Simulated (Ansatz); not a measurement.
C$_{3}$H$_{7}$Al, SMILES `C=[CH][AlH][CH3]`, relaxed with RKS PBE-D4/def2-SVP in Ansatz from a rough embedded geometry. The force threshold is 0.03 eV/Å; the program also tests the step.

Total charge 0; spin multiplicity 1.

Start:

```xyz
11

C    -0.403    1.691    0.833
C    -0.920    0.563    1.110
Al   -0.364   -1.036    0.115
C     1.028   -0.975   -1.257
H     0.356    1.870    0.035
H    -0.723    2.647    1.390
H    -1.654    0.451    1.921
H    -0.981   -2.488    0.546
H     1.906   -0.529   -0.863
H     1.155   -1.945   -1.726
H     0.599   -0.250   -2.102
```

Q: By how much does the energy fall, and how many steps does the optimiser take? (Estimate.)

A: Ansatz gave: 44.21 kJ/mol, in 5 steps, 1 of them rejected.

Q: Which bonds change most? (An estimate is asked.)

A: Computed: C1–C2 from 1.271 to 1.354 Å; C4–H11 from 1.193 to 1.112 Å; C4–H9 from 1.061 to 1.112 Å; C1–H6 from 1.151 to 1.107 Å.

Q: Give the relaxed structure. (Best estimate.)

A: The calculation gave: 
```xyz
11

C    -0.396    1.723    0.826
C    -0.924    0.511    1.122
Al   -0.374   -1.107    0.159
C     0.969   -0.939   -1.271
H     0.364    1.851    0.032
H    -0.685    2.653    1.351
H    -1.677    0.489    1.935
H    -1.025   -2.522    0.550
H     1.914   -0.497   -0.886
H     1.221   -1.908   -1.746
H     0.614   -0.255   -2.073
```
